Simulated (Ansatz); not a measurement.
Relaxation of Ga(OCMe2)H3 (C3H9GaO) with RKS r2SCAN-D4/def2-SVP.

```sh
$ ansatz run in.yaml --threads 4 --pin off --events-out ev --progress --plain --max-ram 4787MiB
```

```yaml
crystal:
  periodic: [false, false, false]
  atoms:
    - {symbol: C, position_ang: [-0.036700, -0.020480, 0.584700]}
    - {symbol: C, position_ang: [-0.073690, -0.114190, 2.074030]}
    - {symbol: C, position_ang: [0.573170, 1.181060, -0.027320]}
    - {symbol: Ga, position_ang: [-0.488910, -1.048940, -2.109360]}
    - {symbol: O, position_ang: [-0.500100, -0.923740, -0.109350]}
    - {symbol: H, position_ang: [0.939250, -0.049830, 2.468370]}
    - {symbol: H, position_ang: [-0.635210, 0.727530, 2.477630]}
    - {symbol: H, position_ang: [-0.533130, -1.046710, 2.391840]}
    - {symbol: H, position_ang: [-0.168740, 1.636820, -0.690970]}
    - {symbol: H, position_ang: [1.378320, 0.845140, -0.690170]}
    - {symbol: H, position_ang: [0.939450, 1.897970, 0.699890]}
    - {symbol: H, position_ang: [1.053440, -0.959720, -2.300060]}
    - {symbol: H, position_ang: [-1.256180, 0.266270, -2.424430]}
    - {symbol: H, position_ang: [-1.190960, -2.391190, -2.344810]}
basis:
  gaussian: {orbitals: def2-SVP}
hamiltonian: {xc: r2scan, dispersion: d4}
scf: {lower_state_search: "off"}
output: {orbitals: {seedname: orbitals}}
relax: {f_tol: 0.02, max_steps: 100}
```

It took 14 s on 4 threads of Arm Neoverse V2 on a shared host.

Positions (Å) and forces (eV/Å) at steps 1, 2, 3, 4, 5, 6 of 6:

```xyz
14
step=1 energy=-57668.7827 eV
C    -0.037   -0.020    0.585    0.120    0.256    0.420
C    -0.074   -0.114    2.074   -0.197   -0.340   -0.366
C     0.573    1.181   -0.027   -0.043   -0.115   -0.138
Ga   -0.489   -1.049   -2.109    0.048    0.048   -0.520
O    -0.500   -0.924   -0.109   -0.195   -0.376    0.489
H     0.939   -0.050    2.468    0.428    0.099    0.167
H    -0.635    0.728    2.478   -0.172    0.391    0.170
H    -0.533   -1.047    2.392   -0.159   -0.319    0.093
H    -0.169    1.637   -0.691   -0.170    0.179   -0.207
H     1.378    0.845   -0.690    0.244   -0.024   -0.196
H     0.939    1.898    0.700    0.144    0.279    0.267
H     1.053   -0.960   -2.300    0.392    0.017   -0.067
H    -1.256    0.266   -2.424   -0.209    0.345   -0.088
H    -1.191   -2.391   -2.345   -0.229   -0.441   -0.024
14
step=2 energy=-57668.8405 eV
C    -0.033   -0.016    0.596    0.006   -0.018    0.088
C    -0.080   -0.122    2.086   -0.067   -0.102   -0.130
C     0.580    1.190   -0.025   -0.008   -0.019   -0.069
Ga   -0.492   -1.054   -2.132    0.021    0.006   -0.391
O    -0.494   -0.926   -0.099   -0.034   -0.050    0.374
H     0.941   -0.050    2.487    0.114    0.038    0.063
H    -0.642    0.730    2.493   -0.037    0.113    0.064
H    -0.543   -1.063    2.399   -0.037   -0.069   -0.002
H    -0.160    1.650   -0.698   -0.049    0.052   -0.039
H     1.395    0.860   -0.689    0.071   -0.007   -0.031
H     0.945    1.916    0.707    0.043    0.085    0.074
H     1.070   -0.967   -2.339    0.065    0.003   -0.013
H    -1.278    0.276   -2.453   -0.040    0.059   -0.005
H    -1.208   -2.423   -2.334   -0.048   -0.091    0.015
14
step=3 energy=-57668.8549 eV
C    -0.025   -0.015    0.605   -0.099   -0.088   -0.067
C    -0.083   -0.122    2.094    0.020    0.012    0.011
C     0.586    1.195   -0.019    0.031    0.016   -0.040
Ga   -0.495   -1.060   -2.167    0.001   -0.001   -0.114
O    -0.486   -0.929   -0.087    0.057    0.067    0.157
H     0.938   -0.048    2.506   -0.013   -0.004    0.006
H    -0.643    0.736    2.504    0.005   -0.008   -0.003
H    -0.552   -1.065    2.401    0.002    0.005   -0.003
H    -0.155    1.656   -0.695    0.004   -0.004    0.020
H     1.410    0.870   -0.678   -0.002    0.010    0.021
H     0.946    1.926    0.716    0.000   -0.005   -0.007
H     1.071   -0.972   -2.381   -0.024   -0.003    0.003
H    -1.294    0.272   -2.471    0.007   -0.020    0.010
H    -1.217   -2.441   -2.328    0.012    0.020    0.007
14
step=4 energy=-57668.8560 eV
C    -0.030   -0.013    0.608    0.063   -0.106   -0.042
C    -0.084   -0.119    2.098   -0.020    0.030    0.019
C     0.588    1.194   -0.017   -0.021    0.030   -0.017
Ga   -0.497   -1.061   -2.181    0.000    0.004   -0.010
O    -0.482   -0.931   -0.082   -0.010    0.049    0.028
H     0.937   -0.043    2.510   -0.007   -0.003   -0.010
H    -0.646    0.737    2.508    0.000   -0.006    0.004
H    -0.549   -1.064    2.404   -0.002    0.004    0.001
H    -0.148    1.655   -0.697    0.007    0.006    0.005
H     1.418    0.867   -0.668   -0.006   -0.004    0.013
H     0.945    1.927    0.718   -0.003   -0.002   -0.003
H     1.067   -0.972   -2.396   -0.008    0.002    0.001
H    -1.303    0.268   -2.473    0.004   -0.007    0.007
H    -1.216   -2.443   -2.332    0.003    0.003    0.002
14
step=5 energy=-57668.8563 eV
C    -0.021   -0.019    0.608   -0.056    0.012   -0.011
C    -0.084   -0.118    2.098    0.017    0.000    0.011
C     0.590    1.193   -0.017    0.020   -0.004   -0.001
Ga   -0.498   -1.061   -2.186    0.000    0.004    0.030
O    -0.479   -0.934   -0.081    0.019   -0.008   -0.019
H     0.934   -0.045    2.516   -0.001   -0.002    0.003
H    -0.645    0.741    2.503   -0.001    0.000   -0.008
H    -0.556   -1.059    2.406    0.000    0.000    0.002
H    -0.150    1.652   -0.695   -0.002   -0.004    0.002
H     1.420    0.870   -0.669    0.002    0.004   -0.001
H     0.945    1.926    0.718    0.001   -0.001    0.002
H     1.065   -0.968   -2.402    0.002    0.002   -0.005
H    -1.307    0.266   -2.468   -0.002    0.001   -0.001
H    -1.214   -2.444   -2.333   -0.001   -0.004   -0.004
14
step=6 energy=-57668.8564 eV
C    -0.019   -0.021    0.608    0.000    0.001   -0.001
C    -0.088   -0.116    2.098   -0.002   -0.001   -0.004
C     0.592    1.192   -0.017   -0.002   -0.001    0.002
Ga   -0.497   -1.062   -2.183    0.009   -0.001    0.001
O    -0.466   -0.941   -0.082   -0.009    0.007    0.007
H     0.929   -0.046    2.519   -0.002   -0.001   -0.002
H    -0.647    0.746    2.497    0.000    0.000    0.000
H    -0.564   -1.055    2.407    0.001   -0.001    0.000
H    -0.152    1.657   -0.686   -0.001   -0.005    0.001
H     1.414    0.869   -0.678    0.006    0.005   -0.002
H     0.953    1.921    0.719    0.002   -0.003   -0.001
H     1.065   -0.963   -2.410   -0.003    0.001   -0.003
H    -1.311    0.265   -2.458   -0.002    0.000    0.004
H    -1.211   -2.446   -2.334    0.001   -0.001    0.001
```

Another isomer (singlet) lies 1.08 eV lower at PBE0-D4/def2-TZVP; other spin states weren't run for this one.
